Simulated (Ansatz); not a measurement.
```yaml
crystal:
  periodic: [false, false, false]
  atoms:
    - {symbol: C, position_ang: [-0.386309, 1.935528, -0.918841]}
    - {symbol: C, position_ang: [-0.047563, 0.979563, -0.265355]}
    - {symbol: B, position_ang: [0.399795, -0.207695, 0.584884]}
    - {symbol: N, position_ang: [0.008715, -1.496634, 0.250830]}
    - {symbol: H, position_ang: [-0.684229, 2.781136, -1.494425]}
    - {symbol: H, position_ang: [1.090831, -0.041395, 1.546605]}
    - {symbol: H, position_ang: [0.282191, -2.302698, 0.784939]}
    - {symbol: H, position_ang: [-0.571332, -1.704806, -0.544436]}
basis:
  gaussian: {orbitals: def2-TZVP}
hamiltonian: {xc: {name: HF}}
correlation: {method: mp2, frozen_orbitals: {C: 0}}
accuracy: high
output: {forces: true}
```

```sh
$ ansatz run in.yaml --threads 2 --pin off --events-out ev --progress --plain --max-ram 4352MiB
```

Problem. How does Ansatz answer? (Best estimate.)

Solution. The calculation gave: The input was rejected before any iteration.
```
Functional definition: HF
Error: "frozen_orbitals" has no count for B
```
